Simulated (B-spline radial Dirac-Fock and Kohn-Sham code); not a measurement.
**Dipole and non-dipole photoemission parameters of Co 3s**

System: atomic cobalt, 1s2 2s2 2p6 3s2 3p6 3d7 4s2; threshold 101.0 eV (tabulated edge). The computed values come from a B-spline atomic structure program: Dirac-Hartree-Slater photoionisation with a Latter tail; cross sections with all multipoles, angular parameters from the dipole term and its interference with E2.

Input file task.json (cfg lists n, l and occupation; rrms is the nuclear radius in fm):

```json
{"items": [{
  "Z": 27,
  "q": 0,
  "cfg": [[1, 0, 2], [2, 0, 2], [2, 1, 6], [3, 0, 2], [3, 1, 6], [3, 2, 7], [4, 0, 2]],
  "A": 59,
  "rrms": 3.7875,
  "do": "xps",
  "hv": [113.0, 133.0, 181.0, 223.0, 235.0, 260.0, 300, 600, 663.0, 722.0, 773.0, 859.0, 907.0, 1210.0, 1486.9, 2000, 3580.0, 4290.0, 4570.0, 5170.0, 5414.7, 5640.0, 5810.0, 7170.0, 7210.0, 8047.8, 8080.0, 9251.7, 12000, 13500.0],
  "edges": {"K": 7709.0, "L1": 925.1, "L2": 793.2, "L3": 778.1, "M1": 101.0}
}]}
```

Command: `python xray2_run.py task.json out`

For linearly polarised light dσ/dΩ = σ/(4π) [1 + β P₂(cos θ) + (δ + γ cos²θ) sin θ cos φ], with θ from the polarisation vector and φ the angle between the beam and the projection of the electron momentum on the plane normal to the polarisation.

| hν (eV) | σ (kb) | β | γ |
| --- | --- | --- | --- |
| 113 | 285 | 1.996 | 0.044 |
| 133 | 271 | 1.997 | 0.166 |
| 181 | 237 | 1.998 | 0.259 |
| 223 | 197 | 1.999 | 0.256 |
| 235 | 188 | 1.999 | 0.250 |
| 260 | 169 | 1.999 | 0.233 |
| 300 | 143 | 1.999 | 0.203 |
| 600 | 54.4 | 1.999 | 0.012 |
| 663 | 46.5 | 1.999 | -0.011 |
| 722 | 40.5 | 1.999 | -0.027 |
| 773 | 36.2 | 1.999 | -0.038 |
| 859 | 30.3 | 1.999 | -0.051 |
| 907 | 27.5 | 1.999 | -0.056 |
| 1210 | 16.4 | 1.999 | -0.052 |
| 1486.9 | 11.1 | 1.999 | -0.019 |
| 2000 | 6.19 | 1.999 | 0.077 |
| 3580 | 1.84 | 1.999 | 0.428 |
| 4290 | 1.23 | 1.999 | 0.581 |
| 4570 | ? | ? | ? |
| 5170 | 0.808 | 1.999 | 0.760 |
| 5414.7 | 0.726 | 1.999 | 0.807 |
| 5640 | 0.661 | 1.999 | 0.850 |
| 5810 | 0.617 | 1.999 | 0.882 |
| 7170 | 0.376 | 1.999 | 1.122 |
| 7210 | 0.371 | 1.999 | 1.129 |
| 8047.8 | 0.284 | 1.999 | 1.266 |
| 8080 | 0.282 | 1.999 | 1.271 |
| 9251.7 | 0.202 | 1.999 | 1.451 |
| 12000 | 0.105 | 1.999 | 1.827 |
| 13500 | 0.0775 | 1.999 | 2.011 |

**Question.** Give the values at 4570 eV.

**Answer.** σ = 1.07 kb, β = 1.999, γ = 0.640. For an s subshell δ is negligible.
